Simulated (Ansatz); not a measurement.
Br₄Zr, singlet, at a GFN2-xTB geometry (such geometries of metal compounds can be far from the true shape) (core potentials on Zr). Base run: B3LYP/def2-SV(P) (Ansatz, an electronic-structure program).

The Ansatz input:
Ansatz 0.2 input:
```yaml
crystal:
  periodic: [false, false, false]
  atoms:
    - {symbol: Zr, position_ang: [0.00000000, 0.00000000, 0.00000000]}
    - {symbol: Br, position_ang: [1.95511769, -0.53272077, -1.43766626]}
    - {symbol: Br, position_ang: [0.75325476, 0.28348401, 2.35061799]}
    - {symbol: Br, position_ang: [-1.05976936, 2.10397017, -0.78953105]}
    - {symbol: Br, position_ang: [-1.64860309, -1.85473341, -0.12342069]}
basis:
  gaussian:
    orbitals: def2-SV_P_.json
hamiltonian:
  xc: b3lyp
```
The basis file holds def2-SV(P) in the JSON format of the Basis Set Exchange.

The bond that is stretched is that between atoms 3 and 1. A test that says stable can miss a lower solution.

The base run was repeated with changes; each row names its change, and settings that it needs were set with it.

| change | ΔE vs base (kcal/mol) | <S^2> | stability test says |
|---|---|---|---|
| base | 0.000 | 0.000 | minimum (restricted orbitals) |
| bond × 1.25 | 26.20 | 0.000 | minimum (restricted orbitals) |
| bond × 1.5 | 60.62 | 0.000 | minimum (restricted orbitals) |
| bond × 1.8 | 87.9 | 0.000 | minimum (restricted orbitals) |
| bond × 2.2 | 105.8 | 0.000 | minimum (restricted orbitals) |
| bond × 3.0 | 117.4 | 0.000 | minimum (restricted orbitals) |

Where a bond breaks into two radicals, a solution with restricted orbitals usually stops being the lowest and lies too high; an unrestricted one lies lower at the price of spin contamination, which <S^2> shows.
